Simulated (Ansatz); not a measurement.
**Telling isomers of H6OSiSn apart by their spectra**

These gas-phase data were calculated for one isomer of H6OSiSn at r2SCAN-D4/def2-SVP (harmonic, unscaled wavenumbers; equilibrium rotational constants with average atomic masses):

| Property | Result |
| --- | --- |
| rotational constants | 13.81, 1.687, 1.572 GHz |
| all wavenumbers above 1500 cm⁻¹ | 3882, 2245, 2179, 1915, 1908, 1894 |
| dipole moment | 1.01 D (PBE0/def2-TZVPD) |

Candidates:

(1) `[SiH3][O][SnH3]`, a singlet
(2) `O[SiH2][SnH3]`, a singlet

Task: Which candidate do the data belong to?

Result: Candidate (2). The band at 3882 cm⁻¹ lies where the O–H stretch is expected; (1) has no mode between 3300 and 4000 cm⁻¹.

The same quantities for all candidates:

```
     rotational constants (GHz)         wavenumbers above 1500 cm⁻¹  dipole (D)  E above the lowest, r2SCAN-D4/def2-SVP (kcal/mol)
(1)          25.24, 1.57, 1.542  2230, 2188, 2181, 1960, 1934, 1923        2.12                                                0.0
(2)         13.81, 1.687, 1.572  3882, 2245, 2179, 1915, 1908, 1894        1.01                                                1.6
```

Harmonic stretches to hydrogen usually lie a few per cent above observed fundamentals. Each candidate is one conformer. Atoms past krypton carry core potentials. Programs: Ansatz 0.2.0.
